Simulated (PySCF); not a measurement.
Compound: C2H3Cl3Si.
Cartesian coordinates in Å at the PBE0-D3(BJ)/def2-TZVP level; atoms count from 1:
```xyz
9
C2H3Cl3Si angstrom
C      1.3593    0.8411   -0.1514
C      0.6916   -0.2281    0.2681
Si    -1.1079   -0.4764    0.0011
Cl    -1.9355    1.1373   -0.9249
Cl    -2.0463   -0.7639    1.7861
Cl    -1.4403   -2.1256   -1.1478
H      2.4248    0.9535    0.0250
H      0.8682    1.6487   -0.6846
H      1.2203   -1.0137    0.8045
```

All values: wB97X-D/pcSseg-2 (PySCF, non-relativistic), on one gas-phase PBE0-D3(BJ)/def2-TZVP geometry that isn't relaxed in the solvent. The solvent is an IEF-PCM continuum (Bondi radii, 1.10 Å for H, scaled by 1.2). Specific hydrogen bonds and non-electrostatic terms are outside this model.

Gas phase at wB97X-D/pcSseg-2: HOMO -10.56 eV, LUMO 0.52 eV, dipole 2.35 D.

Q: What does the continuum do to the energy, the frontier levels and the dipole at wB97X-D/pcSseg-2 in chloroform?

A: 
| solvent | ε | E(solvent) − E(gas) (kcal/mol) | polarisation term (kcal/mol) | distortion of the solute (kcal/mol) | HOMO (eV) | LUMO (eV) | dipole (D) |
| --- | --- | --- | --- | --- | --- | --- | --- |
| chloroform | 4.711 | -1.70 | -1.87 | 0.17 | -10.36 | 0.73 | 2.81 |

The polarisation term is half the interaction of the solute with the surface charges that it induces; the rest is the cost of distorting the solute's density. The sum is the electrostatic part of solvation alone.

Q: Which radius a makes the point-dipole formula ΔE = −[(ε − 1)/(2ε + 1)]·μ²/a³ give the value in chloroform, with the gas-phase dipole?

A: μ = 0.923 au and |ΔE| = 0.00271 Eh give a = 2.55 Å; the farthest nucleus lies 2.83 Å from the centroid of the nuclei, so such a sphere wouldn't even hold the nuclei. The formula assumes a rigid point dipole at the centre of a sphere.

Q: Give the dipole vector in the frame of the coordinates (D, pointing from negative to positive charge), gas and chloroform.

A: Gas (2.24, 0.68, 0.14), solvent (2.68, 0.83, 0.16). Its length changes by +20 % and its direction by less than 1°.

Note: wB97X-D ran without an empirical dispersion term, which enters the total energy and its gradient alone.
